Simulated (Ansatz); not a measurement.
Reaction (SMILES): [B]=N (B-NH) → [B-]=N (closed-shell singlet) (an electron is taken up)
B3LYP-D3(BJ)/def2-TZVP geometries, fixed; electronic energies without zero-point terms; positive where energy is released.
Largest species:
```xyz
3

B      0.0000     0.0000    -0.8356
N      0.0000     0.0000     0.3981
H      0.0000     0.0000     1.3912
```
Charge 0, spin multiplicity 2.

Basis-set convergence of the adiabatic electron affinity at B2PLYP with Ansatz (a program for electronic structure). Cartesian d functions, on some or all atoms, in 6-31G*, 6-31G**, 6-31+G*; all else is spherical. Cores are frozen. Open shells are unrestricted. No added dispersion term, no relativity. Functions are those of the species that has most. Reference: the value in aug-pcseg-3, 1.722 eV, itself unsure by roughly 0.007 eV (its mean distance from aug-cc-pVQZ, def2-QZVPPD). Deviations are taken from unrounded values.

```tsv
basis	functions
STO-3G	11
3-21G	20
6-31G	20
6-31G*	32
6-31G**	35
6-31+G*	40
6-311G**	42
6-311+G**	50
6-311++G(2d,2p)	64
6-311++G(3df,3pd)	96
```

### Question
Which is the smallest Pople set listed that can be trusted to 0.05 eV here, that is, within that of the reference together with its larger relatives (same family, alike in diffuse functions; a set with none to test it counts only in the reference's own line)?

### Answer
The smallest set listed that lies within 0.05 eV of the reference with all its larger relatives (same family, alike in diffuse functions; a set with none counts only in the reference's own line) is 6-311++G(2d,2p) (64 functions, -0.023 eV off). Value minus reference: STO-3G -6.107, 3-21G -1.380, 6-31G -1.390, 6-31G* -1.282, 6-31G** -1.267, 6-31+G* -0.104, 6-311G** -0.596, 6-311+G** -0.065, 6-311++G(2d,2p) -0.023, 6-311++G(3df,3pd) -0.009 eV.
